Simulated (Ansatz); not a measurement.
Br2Sb (SMILES [Br][Sb+][Br]), charge +1, singlet, geometry from GFN2-xTB (core potentials on Sb).

Input for Ansatz (a first-principles code):
Ansatz 0.2 input:
```yaml
crystal:
  periodic: [false, false, false]
  atoms:
    - {symbol: Sb, position_ang: [0.80022647, 0.43653749, 0.25183252]}
    - {symbol: Br, position_ang: [-0.95108613, 1.05498921, -1.39399681]}
    - {symbol: Br, position_ang: [-0.21495815, -1.69108670, 1.02704085]}
basis:
  gaussian:
    orbitals: def2-TZVPD
hamiltonian:
  xc: pbe
total_charge: 1
```

Task: What does this run give for the number of basis functions, total energy?

Result: 
- number of basis functions: 170
- total energy: -5387.5813 Eh
